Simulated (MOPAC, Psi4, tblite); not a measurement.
Two rigid molecules brought together: HBr ··· H4O4Si (SMILES Br and O[Si](O)(O)O). Monomers: optimised at B3LYP-D3(BJ) (def2-TZVP), held rigid. Orientation: a random orientation, not optimised. Only R, the distance of the centres of mass, is varied, so the lowest point isn't the relaxed dimer.

Geometry at R = 4.92 Å (first 2 atoms: monomer A):
```
11

Br     0.7124     0.0000     0.0000
H     -0.7124     0.0000     0.0000
O     -2.0801     0.1480     2.5961
Si    -1.8411     0.3602     4.1999
O     -2.1391    -1.0837     4.9077
O     -0.3183     0.9324     4.3690
O     -2.8268     1.4441     4.9268
H     -1.6897     0.7958     2.0041
H     -1.8650    -1.8714     4.4316
H     -0.1031     1.3709     5.1960
H     -3.7063     1.1442     5.1697
```

- PM6, restricted, heats of formation (MOPAC)
- PM7, restricted, heats of formation (MOPAC)
- GFN2-xTB (tblite)
- SAPT0/jun-cc-pVDZ, frozen core (Psi4)

Interaction energies in kcal/mol; the last columns give the difference from SAPT0:

```tsv
R / Å	PM6	PM7	GFN2-xTB	SAPT0/jun-cc-pVDZ	PM6 − SAPT0/jun-cc-pVDZ	PM7 − SAPT0/jun-cc-pVDZ	GFN2-xTB − SAPT0/jun-cc-pVDZ
4.29	1.28	1.75	0.23	3.84	-2.57	-2.10	-3.61
4.48	0.85	0.75	-0.70	2.00	-1.15	-1.25	-2.70
4.71	0.70	0.25	-0.98	0.93	-0.23	-0.68	-1.91
4.92	0.65	0.07	-0.92	0.48	0.16	-0.42	-1.40
5.14	0.61	-0.02	-0.77	0.27	0.34	-0.28	-1.03
5.30	0.58	-0.06	-0.65	0.19	0.39	-0.24	-0.84
5.61	0.50	-0.11	-0.47	0.12	0.38	-0.23	-0.59
5.90	0.42	-0.13	-0.34	0.10	0.32	-0.23	-0.44
6.40	0.31	-0.11	-0.19	0.08	0.23	-0.19	-0.27
7.13	0.19	-0.01	-0.09	0.06	0.13	-0.07	-0.14
8.12	0.10	-0.01	-0.03	0.03	0.07	-0.04	-0.07
9.42	0.05	0.00	-0.01	0.02	0.03	-0.02	-0.03
```

PM6 is furthest from SAPT0/jun-cc-pVDZ at 4.29 (-2.57 kcal/mol, below); its mean absolute difference over the points is 0.50 kcal/mol.

PM7 is furthest from SAPT0/jun-cc-pVDZ at 4.29 (-2.10 kcal/mol, below); its mean absolute difference over the points is 0.48 kcal/mol.

GFN2-xTB is furthest from SAPT0/jun-cc-pVDZ at 4.29 (-3.61 kcal/mol, below); its mean absolute difference over the points is 1.09 kcal/mol.
